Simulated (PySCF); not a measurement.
Members of one series of related molecules.

All values: CAM-B3LYP/def2-SVPD (PySCF) at PBE0-D3(BJ)/def2-SVP geometries, gas phase, one conformer each. Core orbitals are frozen in the response; Δα² is half the sum of the squared differences of the principal polarisabilities. The calculation is non-relativistic, for germanium too.

(1) Rank by polarisability anisotropy Δα, highest first.
A. `[C]([GeH3])#C` (Ge(CCH)H3)
B. `c1c[c](ccc1)[GeH3]` (GePhH3)
C. `F[C]([GeH3])(F)F` (Ge(CF3)H3)
D. `[N](=C=S)[GeH3]` (Ge(NCS)H3)
E. `[CH2]([GeH3])C` (GeEtH3)
F. `[GeH3][GeH3]` (Ge(GeH3)H3)

(2) Rank by HOMO energy, highest first.
A. Ge(NH2)H3, `[H][Ge]([H])([H])[NH2]`
B. Ge(SH)H3, `[H][Ge]([H])([H])[SH]`
C. GeH3(NHMe), `[H][Ge]([H])([H])[NH]C`
D. Ge(OtBu)H3, `[H][Ge]([H])([H])[O]C(C)(C)C`
E. Ge(CCH)H3, `[H][Ge]([H])([H])[C]#C`
F. Ge(iPr)H3, `[H][Ge]([H])([H])[CH](C)C`

Results:

(1) D (8.99 Å³), B (7.99 Å³), A (3.91 Å³), F (3.23 Å³), E (1.87 Å³), C (0.76 Å³).

(2) C (-7.76 eV), B (-8.66 eV), A (-8.79 eV), D (-9.04 eV), F (-9.26 eV), E (-9.50 eV).

All values together:

| SMILES | formula | μ (D) | HOMO (eV) | LUMO (eV) | α (Å³) | Δα (Å³) | electrons | α per electron (Å³) | ΔSCF removal energy (eV) |
| --- | --- | --- | --- | --- | --- | --- | --- | --- | --- |
| [H][Ge]([H])([H])[O]C(C)(C)C | C4H12GeO | 1.19 | -9.04 | 0.91 | 12.49 | 2.02 | 76 | 0.164 | – |
| [H][Ge]([H])([H])[NH2] | GeH5N | 1.14 | -8.79 | 0.87 | 6.22 | 0.70 | 44 | 0.141 | – |
| [H][Ge]([H])([H])[C](F)(F)F | CH3F3Ge | 2.30 | -10.94 | 0.71 | 6.99 | 0.76 | 68 | 0.103 | – |
| [H][Ge]([H])([H])[SH] | GeH4S | 1.37 | -8.66 | 0.45 | 8.16 | 2.38 | 52 | 0.157 | – |
| [H][Ge]([H])([H])[N]=C=S | CH3GeNS | 3.67 | -8.49 | 0.50 | 11.13 | 8.99 | 64 | 0.174 | – |
| [H][Ge]([H])([H])[c]1ccccc1 | C6H8Ge | 0.72 | -8.55 | 0.45 | 14.79 | 7.99 | 76 | 0.195 | – |
| [H][Ge]([H])([H])[NH]C | CH7GeN | 0.65 | -7.76 | 1.02 | 8.03 | 1.66 | 52 | 0.154 | 8.60 |
| [H][Ge]([H])([H])[CH2]C | C2H8Ge | 0.79 | -9.65 | 1.03 | 8.72 | 1.87 | 52 | 0.168 | – |
| [H][Ge]([H])([H])[GeH3] | Ge2H6 | 0.00 | -9.43 | 0.70 | 10.25 | 3.23 | 70 | 0.146 | – |
| [H][Ge]([H])([H])[O]C | CH6GeO | 1.25 | -9.23 | 0.94 | 7.30 | 1.37 | 52 | 0.140 | 10.17 |
| [H][Ge]([H])([H])[CH](C)C | C3H10Ge | 0.82 | -9.26 | 1.03 | 10.51 | 2.05 | 60 | 0.175 | – |
| [H][Ge]([H])([H])[C]#C | C2H4Ge | 0.02 | -9.50 | 0.87 | 7.91 | 3.91 | 48 | 0.165 | – |

Conformers: `[H][Ge]([H])([H])[c]1ccccc1`.

A dash marks a removal energy that wasn't run or isn't settled.

Problem. How closely does the mean polarisability follow the number of electrons in this set?

Solution. The correlation coefficient is 0.79; α per electron runs from 0.103 to 0.195 Å³.
